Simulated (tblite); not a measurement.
Compound: C3H13ClGe2Si.
Numbering: `[SiH3:1][CH2:2][CH2:3][Ge@H:4]([Cl:5])[CH2:6][GeH3:7]` (hydrogens: H8, H9, H10 on Si1; H11, H12 on C2; H13, H14 on C3; H15 on Ge4; H16, H17 on C6; H18, H19, H20 on Ge7)

Computed with GFN2-xTB (tblite), gas phase: L-BFGS steps from a force-field or distance-geometry start until the largest atomic force falls under 0.01 eV/Å.

Step 2: E = -631.4430 eV
```
atom  x, y, z in Å  |  force x, y, z in eV/Å
Si1    -3.3629    0.7494    0.2685   -0.052   0.005  -0.017
C2     -1.8799   -0.2551    0.8882   -0.342   0.345  -0.271
C3     -0.6761   -0.0340   -0.0178    0.017  -0.233   0.261
Ge4     0.8569   -1.0853    0.6501    0.046  -0.019  -0.051
Cl5     1.4706   -0.3390    2.5433   -0.095  -0.190  -0.177
C6      2.3433   -0.9716   -0.6466   -0.086   0.314   0.018
Ge7     2.8704    0.9079   -0.8693    0.044  -0.040  -0.032
H8     -3.6842    0.3097   -1.0885   -0.027   0.009  -0.055
H9     -4.4840    0.5104    1.1632   -0.172  -0.001   0.076
H10    -3.0041    2.1645    0.2655    0.006   0.082  -0.023
H11    -1.6411    0.0596    1.9024    0.090  -0.134   0.105
H12    -2.1470   -1.3128    0.9075    0.146  -0.038   0.100
H13    -0.9029   -0.3597   -1.0345    0.001   0.120   0.022
H14    -0.3888    1.0168   -0.0421   -0.129   0.054  -0.062
H15     0.4247   -2.5496    0.7826    0.033  -0.060   0.202
H16     2.0018   -1.3813   -1.5972    0.134  -0.080   0.085
H17     3.1726   -1.5489   -0.2685    0.296  -0.207  -0.112
H18     3.2520    1.4758    0.4774   -0.037   0.020  -0.341
H19     4.0596    0.9593   -1.8132   -0.212   0.134   0.167
H20     1.7138    1.6945   -1.4591    0.339  -0.082   0.103
```

Step 3: E = -631.4675 eV
```
atom  x, y, z in Å  |  force x, y, z in eV/Å
Si1    -3.3715    0.7538    0.2675    0.041  -0.038  -0.028
C2     -1.8866   -0.2498    0.8858   -0.272   0.258  -0.190
C3     -0.6804   -0.0359   -0.0124    0.136  -0.198   0.177
Ge4     0.8600   -1.0895    0.6573   -0.033   0.042  -0.321
Cl5     1.4662   -0.3464    2.5334   -0.029  -0.118   0.018
C6      2.3487   -0.9661   -0.6473   -0.123   0.194   0.103
Ge7     2.8734    0.9116   -0.8689   -0.017  -0.194  -0.085
H8     -3.6848    0.3098   -1.0903   -0.039   0.017  -0.049
H9     -4.4872    0.5105    1.1642   -0.209   0.001   0.095
H10    -3.0039    2.1660    0.2647   -0.007   0.096  -0.024
H11    -1.6391    0.0530    1.9005    0.050  -0.047   0.148
H12    -2.1403   -1.3089    0.9111    0.049  -0.094   0.060
H13    -0.9017   -0.3543   -1.0313   -0.020   0.052  -0.016
H14    -0.3940    1.0141   -0.0447   -0.086   0.095  -0.017
H15     0.4261   -2.5499    0.7888    0.031  -0.102   0.197
H16     2.0065   -1.3840   -1.5932    0.103  -0.046   0.045
H17     3.1764   -1.5523   -0.2745    0.272  -0.146  -0.092
H18     3.2498    1.4749    0.4628    0.021   0.098  -0.135
H19     4.0509    0.9633   -1.8065   -0.081   0.136   0.069
H20     1.7265    1.6907   -1.4551    0.214  -0.007   0.046
```

Q: Estimate the geometry and energy of step 4. (The exact step hangs on the optimiser's Hessian estimate; all steps are aligned on step 3, rigid shifts and turns removed.)

A: E = -631.4829 eV, largest force 0.360 eV/Å
```
atom  x, y, z in Å  |  force x, y, z in eV/Å
Si1    -3.3777    0.7568    0.2660    0.005  -0.015  -0.012
C2     -1.8951   -0.2430    0.8825   -0.065   0.044  -0.005
C3     -0.6813   -0.0395   -0.0066    0.101  -0.046   0.027
Ge4     0.8613   -1.0922    0.6566   -0.071   0.024  -0.352
Cl5     1.4626   -0.3538    2.5271    0.005  -0.076   0.112
C6      2.3517   -0.9602   -0.6456   -0.040  -0.047   0.102
Ge7     2.8752    0.9108   -0.8703   -0.033  -0.222  -0.065
H8     -3.6860    0.3103   -1.0925   -0.048   0.024  -0.043
H9     -4.4931    0.5107    1.1664   -0.173   0.014   0.058
H10    -3.0039    2.1688    0.2637   -0.025   0.078  -0.025
H11    -1.6371    0.0474    1.9010   -0.019   0.010   0.088
H12    -2.1348   -1.3071    0.9145   -0.028  -0.049   0.021
H13    -0.9011   -0.3497   -1.0289   -0.022   0.006  -0.010
H14    -0.3993    1.0132   -0.0467   -0.048   0.060   0.025
H15     0.4278   -2.5519    0.7968    0.038  -0.099   0.172
H16     2.0117   -1.3865   -1.5896    0.081  -0.001   0.038
H17     3.1827   -1.5564   -0.2810    0.157  -0.031  -0.090
H18     3.2487    1.4762    0.4505    0.057   0.141   0.002
H19     4.0435    0.9686   -1.8008    0.042   0.124  -0.028
H20     1.7391    1.6882   -1.4515    0.085   0.059  -0.015
```

The energy changes by -0.0154 eV. The first-order estimate −F·Δx gives -0.0233 eV and the mean of the old and new forces, exact on a quadratic surface, -0.0154 eV. The step makes an angle of 46° with the force vector and moves no atom by more than 0.013 Å.

The cost below is that of the whole relaxation. Time: 2.2 s. Hardware: one thread of an Arm Neoverse N1, no GPU, shared host with 64 logical CPUs at a one-minute load of 60.
